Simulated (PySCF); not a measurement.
# Spinor energies of Li+ (lithium, charge +1)

Start: 1s2. Calculated with PySCF 2.14 in an even-tempered Gaussian basis (16 s from 0.24 bohr⁻², ratio 2.4; 8 p from 0.31 bohr⁻², ratio 2.4; 4 d from 1.3 bohr⁻², ratio 2.6; 3 f from 2 bohr⁻², ratio 2.6): generalised Hartree-Fock with the X2C-1e Hamiltonian and a Gaussian nucleus; one run each with spin-orbit coupling (SO) switched off, then screened by Boettger's factors, then bare.

```tsv
spinor shell	electrons	ε, spin-free (eV)	ε, screened SO (eV)	ε, bare SO (eV)	weight of nominal j (screened SO)	rms radius, screened SO (bohr)
1s1/2	2	-75.989	-75.989	-75.989	1.000	0.667
```

```
   quantity  spin-free  screened SO   bare SO
E (hartree)   -7.23707     -7.23707  -7.23707
        M_J          0            0         0
       ⟨J²⟩      0.000        0.000     0.000
       ⟨L²⟩      0.000        0.000     0.000
       ⟨S²⟩      0.000        0.000     0.000
```

Without spin-orbit coupling the j labels of p, d and f shells carry no meaning; the spin-free column gives the mean over the occupied spinors of each nl shell.
